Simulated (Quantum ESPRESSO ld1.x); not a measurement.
ld1.x (Quantum ESPRESSO 7.5) input

```
 &input
    zed=54.0,
    iswitch=1,
    rel=2,
    dft='EV93',
    config='[Kr] 4d10 5s1.75 5p4 5d0.25',
    rel_dist='average',
    verbosity='high',
    lsmall=.true.,
    prefix='ld1',
    max_out_wfc=37,
    file_charge='ld1.rho',
 /
```

Command: `OMP_NUM_THREADS=1 ld1.x < ld1.in > ld1.out`

It prints (banner and zero overlaps left out):

```
     Program LD1 v.7.5 starts

     --------------------------- All-electron run ----------------------------

     dirac relativistic calculation

     atomic number is 54.00
     dft =EV93   lsd =0 sic =0 latt =0  beta=0.20 tr2=1.0E-14
     Exchange-correlation= EV93
                           (   1   4  25   0   0   0   0)
     mesh =2075 r(mesh) =  99.78481 a.u. xmin = -8.00 dx = 0.00800
     1 Ry =  13.60569312 eV, c = 137.03599908

     n l j   nl                  e(Ry)          e(Ha)          e(eV)
     Spin orbit split results
     1 0 0.5 1S 1( 2.00)   -2526.545840649   -1263.272920325 -34375.4073691
     2 0 0.5 2S 1( 2.00)    -394.544377604    -197.272188802  -5368.0497251
     2 1 0.5 2P 1( 2.00)    -370.532663185    -185.266331593  -5041.3537073
     2 1 1.5 2P 1( 4.00)    -346.694717990    -173.347358995  -4717.0219403
     3 0 0.5 3S 1( 2.00)     -82.076411874     -41.038205937  -1116.7064726
     3 1 0.5 3P 1( 2.00)     -72.138310933     -36.069155467   -981.4917210
     3 1 1.5 3P 1( 4.00)     -67.605332577     -33.802666288   -919.8174085
     4 0 0.5 4S 1( 2.00)     -16.199877387      -8.099938694   -220.4105604
     4 1 0.5 4P 1( 2.00)     -12.684944185      -6.342472093   -172.5874579
     4 1 1.5 4P 1( 4.00)     -11.788248612      -5.894124306   -160.3872931
     3 2 1.5 3D 1( 4.00)     -50.232981685     -25.116490843   -683.4545335
     3 2 2.5 3D 1( 6.00)     -49.274894269     -24.637447134   -670.4190901
     4 2 1.5 4D 1( 4.00)      -6.113293426      -3.056646713    -83.1755943
     4 2 2.5 4D 1( 6.00)      -5.967415789      -2.983707894    -81.1908280
     5 0 0.5 5S 1( 1.75)      -2.930687294      -1.465343647    -39.8740320
     5 1 0.5 5P 1( 1.33)      -2.077586590      -1.038793295    -28.2670056
     5 1 1.5 5P 1( 2.67)      -1.966206296      -0.983103148    -26.7515995
     5 2 1.5 5D 1( 0.10)      -0.922025167      -0.461012584    -12.5447915
     5 2 2.5 5D 1( 0.15)      -0.913019819      -0.456509909    -12.4222675
     Averaged results
     1 0     1S 1( 2.00)   -2526.545840649   -1263.272920325 -34375.4073691
     2 0     2S 1( 2.00)    -394.544377604    -197.272188802  -5368.0497251
     2 1     2P 1( 6.00)    -354.640699721    -177.320349861  -4825.1325293
     3 0     3S 1( 2.00)     -82.076411874     -41.038205937  -1116.7064726
     3 1     3P 1( 6.00)     -69.116325362     -34.558162681   -940.3755127
     4 0     4S 1( 2.00)     -16.199877387      -8.099938694   -220.4105604
     4 1     4P 1( 6.00)     -12.087147136      -6.043573568   -164.4540147
     3 2     3D 1(10.00)     -49.658129236     -24.829064618   -675.6332674
     4 2     4D 1(10.00)      -6.025766844      -3.012883422    -81.9847345
     5 0     5S 1( 1.75)      -2.930687294      -1.465343647    -39.8740320
     5 1     5P 1( 4.00)      -2.003333061      -1.001666530    -27.2567348
     5 2     5D 1( 0.25)      -0.916621958      -0.458310979    -12.4712771

     final scf error:  8.5E-15 reached in  21 iterations

     Etot =  -14902.546213 Ry,   -7451.273107 Ha, -202759.470530 eV

     Ekin =   15831.457831 Ry,    7915.728916 Ha,  215397.956943 eV
     Encl =  -36144.297766 Ry,  -18072.148883 Ha, -491768.223551 eV
     Eh   =    5788.340041 Ry,    2894.170021 Ha,   78754.378290 eV
     Exc  =    -378.046320 Ry,    -189.023160 Ha,   -5143.582211 eV
```

Run on one thread of a shared host, so times are rough (Intel(R) Xeon(R) Processor @ 2.60GHz): 0.58 s of CPU time, 1.8 s wall, 21 iterations on 2075 mesh points.
